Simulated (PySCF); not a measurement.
## Spin-rotation constants: `FC(C[Se]C)F`, C3H6F2Se

Geometry:
```csv
atom,x (Å),y (Å),z (Å)
C1,2.279,-0.154,-0.040
Se2,0.582,-0.999,-0.511
C3,-0.551,0.276,0.471
C4,-1.998,-0.133,0.331
F5,-2.403,-0.031,-0.956
F6,-2.798,0.696,1.047
H7,2.401,-0.159,1.040
H8,3.069,-0.736,-0.506
H9,2.293,0.864,-0.424
H10,-0.408,1.274,0.052
H11,-0.269,0.265,1.525
H12,-2.197,-1.164,0.665
```

Computed, not measured: GIAO KT3/pcSseg-1 magnetisability, rotational g tensor and spin-rotation constants, non-relativistic, gas phase (PySCF 2.14.0). Geometry: GFN2-xTB.

The calculation is non-relativistic, which matters for the atoms heavier than Zn.

Q: Give the nuclear spin-rotation constants along the inertial axes (H = +C I·J) beside the isotropic shieldings.

A: Rotational constants 5.7599, 1.0811, 0.9685 GHz. A star marks the isotopologue with that one atom substituted, in its own axes.
| atom | isotope | Caa (kHz) | Cbb (kHz) | Ccc (kHz) | mean (kHz) | σ (ppm) |
| --- | --- | --- | --- | --- | --- | --- |
| F5 | 19F | 5.151 | 1.210 | 1.178 | 2.513 | 285.1 |
| F6 | 19F | 5.938 | 1.154 | 1.167 | 2.753 | 280.8 |
| H7 | 1H | -0.568 | -0.022 | -0.063 | -0.218 | 29.6 |
| H8 | 1H | 0.026 | -0.092 | -0.109 | -0.058 | 29.9 |
| H9 | 1H | -0.549 | -0.110 | 0.014 | -0.215 | 29.5 |
| H10 | 1H | -0.590 | -0.114 | 0.035 | -0.223 | 28.7 |
| H11 | 1H | -0.591 | -0.005 | -0.068 | -0.221 | 29.0 |
| H12 | 1H | -0.513 | -0.084 | 0.054 | -0.181 | 25.4 |
| C1 | 13C* | 0.802 | 0.147 | 0.149 | 0.366 | 167.5 |
| Se2 | 77Se* | 6.246 | 2.116 | 1.795 | 3.386 | 1612.6 |
| C3 | 13C* | 0.962 | 0.182 | 0.200 | 0.448 | 143.3 |
| C4 | 13C* | 1.679 | 0.305 | 0.303 | 0.762 | 65.7 |

For the geometry as given, no vibrational averaging.

Q: How do the rotational constants and the g tensor change when H7, H8, H9, H10, H11, H12 are replaced by deuterium?

A: Constants 4.9063, 1.0153, 0.9085 GHz; g -0.0233, -0.0057, -0.0070, against -0.0267, -0.0060, -0.0074 before.
